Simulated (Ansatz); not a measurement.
Cartesian coordinates (Å):
SMILES: [InH3]
```xyz
4

In     0.0000     0.0000     0.0000
H     -1.5083    -0.8482    -0.0058
H      0.0198     1.7301    -0.0315
H      1.4885    -0.8818     0.0373
```
Charge 0, multiplicity 1.

Method: Ansatz (a first-principles code) with frozen-core CCSD(T)/def2-TZVPP // B3LYP-D3(BJ)/def2-TZVP.

The HF energy is -190.91399 Ha and the MP2 correlation energy is -0.30404 Ha.

Problem. Estimate the CCSD correlation energy, the (T) correction, the total energy and the T1 diagnostic.

Solution. 
```json
{
 "CCSD correlation energy": "-0.31741 Ha",
 "(T) correction": "-0.00737 Ha",
 "CCSD(T) total energy": "-191.23877 Ha",
 "T1 diagnostic": "0.014"
}
```
